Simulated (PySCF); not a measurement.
This PySCF input asks for the NMR shieldings of `InChI=1S/C5H7GeNO/c6-8-5-3-1-2-4-7-5/h1-4H,6H3`; the geometry comes from PBE0-D3(BJ)/def2-SVP.

```python
import basis_set_exchange as bse
import numpy as np
from pyscf import gto, dft
from pyscf.prop import nmr

atoms = """
Ge    2.842792   -0.061595    0.526587
O     1.485208   -1.144290   -0.056531
C     0.264964   -0.624509   -0.005483
C    -0.842779   -1.382788   -0.425013
C    -2.093173   -0.791802   -0.349965
C    -2.215687    0.517093    0.131385
C    -1.056134    1.175606    0.519060
N     0.152562    0.616863    0.451749
H     2.954587    1.176475   -0.369258
H     4.033562   -1.010557    0.312947
H     2.654766    0.265657    2.011690
H    -0.692192   -2.398599   -0.791900
H    -2.978678   -1.348934   -0.666558
H    -3.186175    1.010338    0.202359
H    -1.095265    2.200945    0.902790
"""
names = dict.fromkeys(["Ge", "O", "C", "N", "H"], "pcSseg-1")
basis = {el: gto.basis.parse(bse.get_basis(n, elements=[el], fmt="nwchem")) for el, n in names.items()}
mol = gto.M(atom=atoms, basis=basis, charge=0, verbose=0)
mf = dft.RKS(mol, xc="PBE0")
mf.grids.level = 2
mf.grids.alignment = dft.numint.BLKSIZE   # the property module wants whole blocks of grid points
mf.conv_tol = 1e-9
mf.kernel()

calc = nmr.RKS(mf)   # GIAO
C = mf.mo_coeff
Co = C[:, mf.mo_occ > 0]
resp = mf.gen_response(singlet=True, hermi=2)
def vind(x):   # induced exchange potential for any number of trial vectors
    d = np.einsum("pi,xij,qj->xpq", C, 2 * x.reshape(-1, C.shape[1], Co.shape[1]), Co, optimize=True)
    return np.einsum("xpq,pi,qj->xij", resp(d - d.transpose(0, 2, 1)), C, Co, optimize=True).ravel()
mo1, _ = nmr.rhf.solve_mo1(calc, with_cphf=vind)
sigma = calc.kernel(mo1)
for i, s in enumerate(sigma):   # ppm
    w = np.linalg.eigvalsh((s + s.T) / 2)
    print("%2d %-2s iso %8.1f  s11 %8.1f  s22 %8.1f  s33 %8.1f" % (i, mol.atom_pure_symbol(i), w.mean(), *w))
```

Q: Give the expected output.

A: 
```
 0 Ge iso   1438.2  s11   1334.2  s22   1370.2  s33   1610.1
 1 O  iso    186.1  s11    105.6  s22    211.2  s33    241.6
 2 C  iso     15.0  s11    -69.1  s22      6.6  s33    107.5
 3 C  iso     69.3  s11    -18.8  s22     61.9  s33    164.7
 4 C  iso     39.4  s11    -75.5  s22     18.9  s33    174.7
 5 C  iso     64.6  s11    -45.3  s22     62.8  s33    176.3
 6 C  iso     31.5  s11    -74.1  s22     27.4  s33    141.3
 7 N  iso    -39.2  s11   -243.2  s22   -107.2  s33    232.8
 8 H  iso     25.9  s11     19.7  s22     21.9  s33     36.0
 9 H  iso     26.4  s11     19.8  s22     22.2  s33     37.0
10 H  iso     25.9  s11     19.7  s22     21.9  s33     36.0
11 H  iso     24.4  s11     20.3  s22     24.7  s33     28.2
12 H  iso     23.6  s11     20.6  s22     23.8  s33     26.5
13 H  iso     24.5  s11     22.1  s22     24.7  s33     26.7
14 H  iso     23.1  s11     18.8  s22     24.0  s33     26.5
```

These numbers come from an equivalent density-fitted implementation of the same equations, which agrees with the script to about 0.01 ppm for H and up to a few tenths of a ppm for heavy atoms, so last digits may differ.

Q: Turn these shieldings into chemical shifts. Scale: 73Ge (σ = 1330.28 ppm) vs GeMe4; 17O (σ = 334.56 ppm) vs H2O; 13C (σ = 184.41 ppm) and 1H (σ = 31.27 ppm) vs TMS; NH3 for 15N (σ = 265.67 ppm) (reference shieldings calculated alike).

A: Averaging equivalent atoms: Ge 0: -108; O 1: 148.4; C 2: 169.4; C 6: 152.9; C 4: 145.0; C 5: 119.8; C 3: 115.1; N 7: 304.8; H 14: 8.16; H 12: 7.65; H 11: 6.85; H 13: 6.77; H 8/9/10: 5.23 ppm. Experimental scales use liquid or dissolved standards, which lie at an offset from isolated NH3 (liquid NH3: subtract about 20 ppm) and H2O (liquid H2O: subtract about 36 ppm). Unscaled 15N shifts of sp2 nitrogen come out 20 to 40 ppm too high even then.

Relativistic effects, spin–orbit coupling among them, are left out; they matter for Ge and for the light atoms bonded to it.

Size and cost of the density-fitted run: 195 basis functions, 30 s wall time on 1 thread of an Arm Neoverse V1, shared host.
